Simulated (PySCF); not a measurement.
Hf(Me)(H)3 (CH6Hf), SMILES [HfH3][CH3], multiplicity 1.

Coordinates come from a r2SCAN-D4/def2-TZVP optimisation. The spin state was assumed, not searched. The def2 effective core potentials stand for the cores of Hf; spin–orbit coupling is left out.

Method: CAM-B3LYP/def2-TZVPD run with PySCF.

The molecule is in vacuum.

Computed frontier levels, gap, dipole moment and polarisability:
```json
{
  "highest_occupied_level": "-9.48 eV",
  "lowest_empty_level": "-0.57 eV",
  "orbital_gap": "8.91 eV",
  "dipole_moment": "0.93 D",
  "quadrupole, principal values (traceless, Buckingham form, about the centre of nuclear charge)": "-1.45, -1.45, 2.90 D·Å",
  "mean_static_polarisability": "61.8 bohr³ (9.16 Å³)",
  "polarisability_principal_values": "58.3, 58.3, 68.8 bohr³"
}
```
